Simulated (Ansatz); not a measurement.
Total energies of C$_{3}$H$_{6}$InN (`NC#C[CH2][InH2]`).

```xyz
11

N     2.077   -0.302   -1.223
C     1.008   -0.400   -0.414
C     0.100   -0.729    0.334
C    -1.103   -0.784    1.106
In   -1.462    1.166    0.125
H     2.847   -0.917   -1.007
H     2.380    0.633   -1.446
H    -1.810   -1.554    0.805
H    -0.968   -0.745    2.185
H    -2.288    1.102   -1.377
H    -0.782    2.531    0.913
```

Total charge 0; spin multiplicity 1. Correlated methods include outer-core shells of In, which these sets cover unevenly. In: def2 effective core potential. All single points use the PBE0-D4/def2-TZVP geometry. It is one conformer, not always the lowest. Basis def2-TZVPP, the Gaussian-basis code of Ansatz.

RPA on PBE orbitals: Hartree–Fock energy of these orbitals -360.65356 Eh, correlation -1.53300 Eh (frozen core).

```tsv
functional	energy without D4 (Eh)	D4 term (kJ/mol)
PBE	-362.55913	-22.3
revPBE	-362.78329	-64.2
BLYP	-362.66466	-48.1
r2SCAN	-362.74937	-5.5
B97M-V	-362.78202	–
B3LYP	-362.85434	-35.9
r2SCANh	-362.72619	-5.9
r2SCAN0	-362.69286	-6.6
HSE06 (plane-wave form)	-362.56021	-17.8
BHLYP	-362.58858	-29.1
CAM-B3LYP	-362.66428	-19.4
ωB97X-V	-362.70437	–
ωB97M-V	-362.65008	–
B2PLYP	-362.41431	–
```

Task: Give the same for LDA (SPW92), PBE0, LC-ωPBE, PBE-QIDH. (Best estimate.)

Result: Computed: 
```tsv
functional	energy without D4 (Eh)	D4 term (kJ/mol)
LDA (SPW92)	-360.92062	–
PBE0	-362.57138	-19.0
LC-ωPBE	-362.68946	–
PBE-QIDH	-362.33744	–
```

B3LYP takes the VWN-RPA correlation (the form of Gaussian; ORCA's B3LYP/G). HSE06 is the plane-wave form, built on full-range PBE exchange. The double hybrids freeze the cores in their second-order part.

LC-ωPBE has ω = 0.4 bohr⁻¹.
